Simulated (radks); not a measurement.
Species: Rh5+. Configuration: [Kr] 4d4.

All-electron calculation, scalar-relativistic Kohn-Sham, PBE, spin-unpolarised, spherical densities, point nucleus. Program: a radial shooting solver on a logarithmic mesh with Libxc functionals.

Energy parts (Ry):
| part | energy |
|---|---|
| total | -9555.80872 |
| kinetic | 9897.46408 |
| electron-nucleus | -22852.24860 |
| Hartree | 3671.18129 |
| exchange-correlation | -272.20548 |

Orbitals (lengths in bohr, moments of r in powers of bohr; <r^-3> diverges for s and p1/2):
orbital  occ.  eigenvalue (Ry)      <r^4>  <r^-3>
1s          2        -1698.756  5.366e-06       -
2s          2        -250.9634  0.0009690       -
2p          6        -225.4755  0.0006943    3245
3s          2        -49.27451    0.04680       -
3p          6        -40.89573    0.05057   565.5
3d         10        -27.50988    0.05054   76.69
4s          2        -11.22951      1.586       -
4p          6         -8.79207      2.279   96.28
4d          4         -5.20366      5.486   9.278

The highest occupied level is 4d at -70.799 eV. The density falls to 0.001 e/bohr^3 at r = 2.80 bohr. For comparison, the ionisation energy in NIST's Atomic Spectra Database is 80 eV (theoretical). In exact Kohn-Sham theory the highest level is minus the ionisation energy, but local and semilocal functionals leave it too shallow, through self-interaction and a potential that decays too fast; potentials with the right tail come closer. Summed over all electrons, <r^2> = 19.94 bohr^2, which gives a Langevin (diamagnetic) susceptibility term of -15.8 x 10^-6 cm^3/mol.

Beside tabulated values, note that spin-unpolarised runs miss the spin-polarisation part of the exchange energy of open shells.
